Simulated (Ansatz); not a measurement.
The same molecule with X = F, Cl, Br. Ansatz, PBE0-D4/def2-TZVP geometries, multiplicity 1.

Scalar relativity is left out up to krypton.

```json
{"X": "Cl", "molecule": "`Cl[C]1=[CH][AlH]1`", "mean X–C bond length / Å": "1.720", "HOMO–LUMO gap (PBE/def2-TZVPP) / eV": "4.06", "HOMO energy (PBE/def2-TZVPP) / eV": "-5.87", "LUMO energy (PBE/def2-TZVPP) / eV": "-1.81"}
{"X": "Br", "molecule": "`Br[C]1=[CH][AlH]1`", "mean X–C bond length / Å": "1.889", "HOMO–LUMO gap (PBE/def2-TZVPP) / eV": "3.95", "HOMO energy (PBE/def2-TZVPP) / eV": "-5.83", "LUMO energy (PBE/def2-TZVPP) / eV": "-1.87"}
```

(1) Give the row for X = F, `F[C]1=[CH][AlH]1`. (Estimate.)

Answers

(1) Computed: 
```json
{"X": "F", "molecule": "`F[C]1=[CH][AlH]1`", "mean X–C bond length / Å": "1.331", "HOMO–LUMO gap (PBE/def2-TZVPP) / eV": "4.34", "HOMO energy (PBE/def2-TZVPP) / eV": "-6.07", "LUMO energy (PBE/def2-TZVPP) / eV": "-1.73"}
```

From F to Br the mean X–C bond length rises at each step, by 0.558 Å in all; the HOMO–LUMO gap (PBE/def2-TZVPP) falls at each step, by 0.39 eV in all; the HOMO energy (PBE/def2-TZVPP) rises at each step, by 0.24 eV in all; the LUMO energy (PBE/def2-TZVPP) falls at each step, by 0.14 eV in all. Bonds lengthen as the atom grows down the group.

Spin–orbit coupling is left out; it splits and shifts lone-pair levels of the heavy atoms by tenths of an eV.
